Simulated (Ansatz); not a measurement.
Mulliken charges of `[SiH3]CC=[Se]` from r2SCAN/def2-TZVPP in Ansatz (PBE0-D4/def2-TZVP geometry).

| atom | x (Å) | y (Å) | z (Å) | charge (e) |
| --- | --- | --- | --- | --- |
| Si1 | -0.746 | 1.076 | -0.160 | 0.292 |
| C2 | 0.013 | -0.474 | 0.645 | -0.131 |
| C3 | 1.074 | -0.984 | -0.227 | -0.133 |
| Se4 | 0.916 | -2.257 | -1.430 | -0.138 |
| H5 | -1.417 | 0.685 | -1.422 | -0.045 |
| H6 | -1.726 | 1.672 | 0.786 | -0.063 |
| H7 | 0.328 | 2.063 | -0.443 | -0.060 |
| H8 | -0.796 | -1.196 | 0.774 | 0.086 |
| H9 | 0.403 | -0.159 | 1.619 | 0.082 |
| H10 | 2.036 | -0.476 | -0.139 | 0.110 |

By hand: the dipole of these point charges (1 e Å = 4.8032 D).

Σ q r = (-0.147, 0.390, 0.321) e Å, of length 0.526 e Å = 2.53 D.

How does the dipole of the full density compare? (An estimate is asked.)

The calculation gave: (-0.086, 0.381, 0.421) e Å, 2.76 D; the point charges give 0.92 times that, at 11° from its direction.

Point charges leave out the atoms' own dipoles, such as those of lone pairs, and Mulliken's split depends on the basis, so the close match here is no proof of good charges.
